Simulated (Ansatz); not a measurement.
```yaml
crystal:
  periodic: [false, false, false]
  atoms:
    - {symbol: B, position_ang: [-1.481809, -0.051845, -0.013411]}
    - {symbol: C, position_ang: [0.031210, -0.106650, 0.263784]}
    - {symbol: C, position_ang: [0.435323, -0.559813, 1.467043]}
    - {symbol: B, position_ang: [1.120237, 0.333271, -0.769861]}
    - {symbol: O, position_ang: [0.795634, 0.800422, -1.995096]}
    - {symbol: H, position_ang: [-1.918191, 0.342478, -1.064359]}
    - {symbol: H, position_ang: [-2.268163, -0.403910, 0.818497]}
    - {symbol: H, position_ang: [1.489830, -0.625804, 1.732557]}
    - {symbol: H, position_ang: [-0.272378, -0.880536, 2.229003]}
    - {symbol: H, position_ang: [2.292011, 0.272681, -0.513239]}
    - {symbol: H, position_ang: [-0.158404, 0.822705, -2.134417]}
basis:
  gaussian: {orbitals: pcseg-2}
total_charge: -1
magnetization: {spin_polarized: true, initial_magnetization: 5}
hamiltonian: {xc: {name: r2SCAN}}
scf: {lower_state_search: off}
```

```sh
$ ansatz run in.yaml --threads 2 --pin off --events-out ev --progress --plain --max-ram 4352MiB
```

Output, abridged:

```
Functional definition: r2SCAN
1142 factors; their error is unknown
mean field evaluation 1: about -5543.7039 eV, gradient 5.0e1 eV
mean field evaluation 2: about -5422.8230 eV, gradient 1.4e2 eV
mean field evaluation 4: about -5560.2163 eV, gradient 7.9e0 eV
mean field evaluation 8: about -5560.6179 eV, gradient 4.3e-1 eV
mean field evaluation 16: about -5560.5361 eV, gradient 7.1e-3 eV
mean field -5560.53611478 eV, -204.3459331515 hartree, gradient 1.2e-6 eV, S^2 8.767691; 0 other end points of the search recorded, 0 dependent functions left out
reference -5560.53613642 eV, -204.3459339467 hartree; 21, 16 occupied and 213, 218 virtual orbitals, 1142 factors
Total energy: -5560.53613642 eV, -204.3459339467 hartree
Checks for a lower state left out: stability, starts, cluster_reference, orbital_swaps, neighbouring_geometries, increment
```

**Question.** Something in this input is off. What?

**Answer.** The spin is set far too high for this molecule. Self-consistency was reached. The result belongs to that input, not to the molecule as meant.
